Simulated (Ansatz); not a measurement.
Computed with Ansatz on PBE0-D4/def2-TZVP structures; ΔE is electronic, products minus reactants. CCSD(T)/CBS adds triple-zeta CCSD(T) − MP2 to the extrapolated MP2 energy (def2 sets, frozen cores). This one scheme is used for every species. Functionals use def2-TZVPP. HSE06 is defined as in plane-wave codes. Each species was taken in one conformer, which may not be the lowest.

Reaction (ligand exchange at the Al–O bond): `[OH][Al]([Cl])[O][SiH3]` + HCl → `[OH][Al]([Cl])[Cl]` + silanol

`[OH][Al]([Cl])[O][SiH3]`:

Cartesian coordinates in Å:
```
O 2.083 -1.658 0.938
Al 0.751 -1.309 -0.025
Cl 0.090 -2.784 -1.328
O -0.033 0.164 0.043
Si -1.091 1.371 -0.236
H 2.447 -1.034 1.564
H -1.067 2.319 0.909
H -0.714 2.099 -1.476
H -2.468 0.832 -0.388
```

HCl:

Cartesian coordinates in Å:
```
Cl 0.484 -0.320 0.268
H -0.484 0.320 -0.268
```

`[OH][Al]([Cl])[Cl]`:

```xyz
5

O     0.842   -0.735   -0.712
Al   -0.184    0.338    0.068
Cl   -0.351    2.263   -0.673
Cl   -1.277   -0.228    1.744
H     0.970   -1.638   -0.427
```

`O[SiH3]`:

```xyz
6

O    -0.087   -0.277    1.248
Si   -0.120   -0.006   -0.377
H     0.646    0.084    1.747
H    -0.171    1.448   -0.691
H    -1.345   -0.672   -0.874
H     1.077   -0.578   -1.054
```

**Question.** Is it downhill or uphill in electronic energy at CCSD(T)/CBS, and by how much? (Best estimate.)

**Answer.** Computed: Nearly level: ΔE = 0.00 eV.

**Question.** What do these levels give: PBE-D4, r2SCAN-D4, BHLYP-D4, ωB97X-V, ωB97M-V, PBE, HSE06, BHLYP, CAM-B3LYP, MP2/def2-TZVPP, HF/CBS(def2), MP2/CBS(def2)? (Best estimate.)

**Answer.** Computed: PBE-D4 -0.08, r2SCAN-D4 -0.04, BHLYP-D4 0.04, ωB97X-V -0.02, ωB97M-V -0.03, PBE -0.10, HSE06 -0.09, BHLYP 0.01, CAM-B3LYP 0.03, MP2/def2-TZVPP 0.01, HF/CBS(def2) 0.04, MP2/CBS(def2) -0.03 eV.

Largest T1 diagnostic among the species: 0.011.

At CCSD(T), def2-SVP lies +0.06 eV from the extrapolated value and def2-TZVPP +0.04 eV. Leaving LDA and LC-ωPBE aside and taking each functional with its dispersion term where it has one, the values, not all of them listed here, spread over 0.14 eV, from revPBE-D4 to CAM-B3LYP-D4. LDA lies +0.05 eV from PBE without D4.
